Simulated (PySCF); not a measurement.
## Assigning NMR signals

Numbering as in the mapped SMILES `[F:1][C:2]1=[CH:3][CH2:4][C@:5]([F:6])([SiH3:7])[CH:8]=[CH:9]1`. Each H is labelled by its parent atom. Ha(C4) is pro-R; Hb(C4) is pro-S.

- GIAO PBE0/pcSseg-1 shieldings
- geometry from GFN2-xTB
- program: PySCF 2.14
- rapidly exchanging positions averaged, isolated molecule, one conformer, non-relativistic

Referencing at the same level of theory: $^{13}$C (σ = 186.93 ppm) and $^{1}$H (σ = 31.72 ppm) against TMS.

Problem. Assign these signals to the numbered atoms. $^{13}$C{$^{1}$H} NMR (computed): δ 166.5 (C), 134.4 (CH), 132.1 (CH), 109.9 (CH), 85.8 (C), 36.4 (CH2).

Solution. 
166.5 → C2, fully substituted alkene carbon
134.4 → C8, alkene CH: an sp2 carbon of a C=C bond
132.1 → C9, alkene CH
109.9 → C3, alkene CH
85.8 → C5, allylic fully substituted sp3 carbon bonded to F and Si: pulled downfield by the heteroatom
36.4 → C4, allylic sp3 CH2: aliphatic region, no heteroatom directly attached

Problem. Assign these signals to the numbered atoms. $^{1}$H NMR (600 MHz, computed): δ 6.51 (m, 1H), 6.32 (m, 1H), 5.67 (m, 1H), 3.99 (m, 3H), 3.22 (m, 1H), 2.80 (m, 1H).

Solution. 
6.51 → H(C9), hydrogen on an alkene CH: attached to an sp2 carbon and in the plane of the double bond
6.32 → H(C8), hydrogen on an alkene CH
5.67 → H(C3), hydrogen on an alkene CH
3.99 → H(Si7), hydrogen on a silicon bonded to C
3.22 → Ha(C4), hydrogen on an allylic sp3 CH2
2.80 → Hb(C4), hydrogen on an allylic sp3 CH2: allylic position

Splittings by $^{19}$F in the carbon and heteronuclear signals aren't shown, as no couplings were computed. Shifts are as computed. Against solution values, carbons near 30 ppm lie about +3 ppm off and those near 130 ppm about +5 ppm. Of 1309 compounds with measured shifts, 239 miss one by over three times the rms of a fit or turn the order of signals round; such compounds aren't used in these exercises. Multiplicities follow the n + 1 count of equivalent neighbours, as no J values were calculated; m marks all less simple cases, F and P coupling included.
